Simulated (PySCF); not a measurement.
Correlation energy of C²⁺ (carbon, charge +2)

[He] 2s1 3d1, high-spin 3D determinant (an excited configuration). Computed with PySCF 2.14 in dyall-acv3z (15s9p4d2f, 76 functions), with the non-relativistic Hamiltonian (point nucleus). Frozen: 1s2; 2 electrons correlated; the 13 highest virtual orbitals of each spin left out.

With two correlated electrons CCSD is exact within the correlated space (frozen core and kept virtual orbitals).

```json
{"level": "CCSD", "correlation energy (mhartree)": "-10.64"}
```

Diagnostics: T1 = 0.0060, D1 = 0.0117, largest double amplitude 0.090.

Question: Is a single reference adequate?

Answer: Mostly. T1 lies below 0.03, but a double amplitude of this size points to a near-degeneracy that CCSD handles and MP2 describes poorly.
